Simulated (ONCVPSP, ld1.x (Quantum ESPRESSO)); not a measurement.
# Potentials for boron compared

Generated with ld1.x 7.5 (TM, RRKJ, ultrasoft, PAW), atompaw 4.2 or ONCVPSP 4.0.1. The cutoff is in Ry: for ld1.x and atompaw files where the sum of valence levels is converged to 10 mRy in a Bessel basis, for ONCV files where the hardest occupied wave has 1 mHa per electron of residual kinetic energy. The error is the largest all-electron minus pseudo excitation energy over each file’s own four to seven test configurations (ionisations up to +4, promotions, holes and added fractions of an electron), all of which were solved. The labels leave out finer settings (local radius, basis sizes, second energies), which also bear on the numbers. Spin-polarised tests are not counted. The rows are a selection from randomly drawn settings: files with unsolved tests, undetermined cutoffs or missed reference levels are left out.

| potential | cutoff (Ry) | largest error (meV) | bound ghosts |
| --- | --- | --- | --- |
| ONCV, PBE, scalar-relativistic, rc 1.00/0.95 (sp), local smoothed, core correction yes, reference 2s1.5, qcut 6.2/10.5, projectors 1/2 | 333 | +93 | none |
| ONCV, PW91, scalar-relativistic, rc 1.20/2.30 (sp), local smoothed, core correction no, reference 2s1.5 2p1.5, qcut 6.5/6.3, projectors 2/2 | 26 | +156 | none |
| PAW, PBE, scalar-relativistic, rc 1.60/3.30/3.55 (spd), local smoothed, core correction yes, reference 2s2 2p1 | 6 | +35 | none |
| ONCV, LDA (Perdew-Wang 92), scalar-relativistic, rc 1.30/3.55/3.10 (spd), local smoothed, core correction yes, reference 2s1 2p2, qcut 4.7/4.4/2.8, projectors 2/3/2 | 21 | +792 | none |
| ONCV, PBEsol, scalar-relativistic, rc 1.10/2.90 (sp), local s, core correction yes, reference 2s2 2p1, qcut 6.3/5.7, projectors 0/1 | 28 | +184 | none |

(1) Fill in the row for B: ONCV, LDA (Perdew-Zunger), non-relativistic, rc 1.35/4.00 (sp), local smoothed, core correction yes, reference 2s2 2p1, qcut 4.6/4.1, projectors 2/2.

Answers

(1) cutoff 20 Ry, largest error +615 meV, bound ghosts: none.
